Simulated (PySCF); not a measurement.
Computed IR spectrum (relative IR intensity) of a molecule CH7FO2Si2. Coordinates come from a B3LYP-D3(BJ)/def2-SVP optimisation. One conformer was computed; it need not be the lowest. All values below come from PySCF 2.14.0 with B3LYP-D3(BJ)/def2-SVP. Frequencies are harmonic and unscaled.

ν (cm⁻¹): 148 (m), 162 (vw), 204 (w), 250 (w), 262 (m), 327 (w), 362 (m), 374 (m), 715 (w), 746 (vw), 760 (vw), 782 (s), 794 (s), 875 (vs), 924 (vs), 943 (w), 956 (m), 966 (m), 979 (s), 1022 (w), 1094 (s), 1385 (vw), 2210 (s), 2234 (m), 2245 (m), 3880 (m), 3882 (m) (against the strongest line: vs over 80 %, s over 45 %, m over 15 %, w over 4 %, vw less)

Task: Identify the compound among the candidates.
(A) O[Si](O)(F)C[SiH3]
(B) O[SiH](O)C[SiH2]F
(C) O[SiH2]O[SiH2]CF
(D) CO[SiH2]O[SiH2]F

Result: A, O[Si](O)(F)C[SiH3]
